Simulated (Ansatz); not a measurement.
A nudged elastic band was laid between two geometries of AlCl₂H₃O₂ (8 atoms, charge 0, multiplicity 1).

Computed with RKS PBE/def2-SVP (Ansatz 0.2.0).

```yaml
movable_images: 5
climbing_image: yes
spring: 5.0 eV/Å²
optimiser: quadratic models (default)
start_path: through a guess of the saddle point
force_threshold: 0.05 eV/Å
iteration_limit: 60
end_points: relaxed
```

Image 0:

```xyz
8
Properties=species:S:1:pos:R:3
Al -0.683 -0.863 0.138
H -2.183 -0.338 0.178
Cl -0.131 -2.498 -1.088
Cl 0.520 -0.628 1.935
H -0.472 1.592 -0.598
O 0.071 0.783 -0.741
O 1.414 1.189 -0.365
H 1.464 0.762 0.542
```

Image 6:

```xyz
8
Properties=species:S:1:pos:R:3
Al 0.093 -0.432 0.031
H -2.082 0.347 0.174
Cl -0.190 -2.054 -1.280
Cl -0.068 -0.688 2.122
H -2.110 0.000 -0.518
O 0.430 1.212 -0.580
O 1.789 0.547 -0.354
H 2.137 1.068 0.405
```

(1) What changes between the two ends?

(2) Give the energies along the band, and the barrier.

(3) What is the geometry of the highest image?

(4) What are the harmonic wavenumbers there?

## Answers

(1) Bonds broken: Al1–H2, H5–O6. Bonds formed: Al1–O7, H2–H5. AlCl2H3O2 becomes AlCl2HO2 + H2.

(2) It converged. The highest image is number 3 of 0 to 6, 0.74 eV above the first end and 0.86 eV above the last; the last end lies 0.12 eV below the first. A vibrational analysis at the climbing image gives one clearly imaginary mode, 904i cm⁻¹: a first-order saddle point. The orbitals stay closed-shell, which can raise the energy where a bond breaks towards radicals; this wasn't checked here.

```
image  path coordinate (Å)  energy (eV)  Al1–H2 (Å)  H5–O6 (Å)  Al1–O7 (Å)
    0                 0.00         0.00        1.59       0.98        2.98
    1                 1.10         0.14        1.59       0.98        3.01
    2                 2.19         0.23        1.61       0.99        3.09
    3                 3.29         0.74        1.76       1.25        2.91
    4                 4.59         0.14        2.27       2.47        2.63
    5                 5.89         0.08        2.38       2.26        2.13
    6                 7.19        -0.12        2.31       2.82        2.00
```

(3) 
```xyz
8
Properties=species:S:1:pos:R:3
Al -0.430 -0.899 0.344
H -1.734 0.216 -0.059
Cl -0.053 -2.249 -1.227
Cl -0.471 -1.560 2.345
H -0.870 0.827 -0.230
O 0.332 0.821 0.110
O 1.409 1.021 -0.838
H 1.817 1.823 -0.444
```

(4) 904i, 64, 113, 134, 169, 235, 301, 427, 496, 604, 620, 884, 1019, 1257, 1353, 1695, 1839, 3633 cm⁻¹.

Run time: 2.8 min on 2 threads of Arm Neoverse V1, on a shared host, peak memory 0.14 GiB.
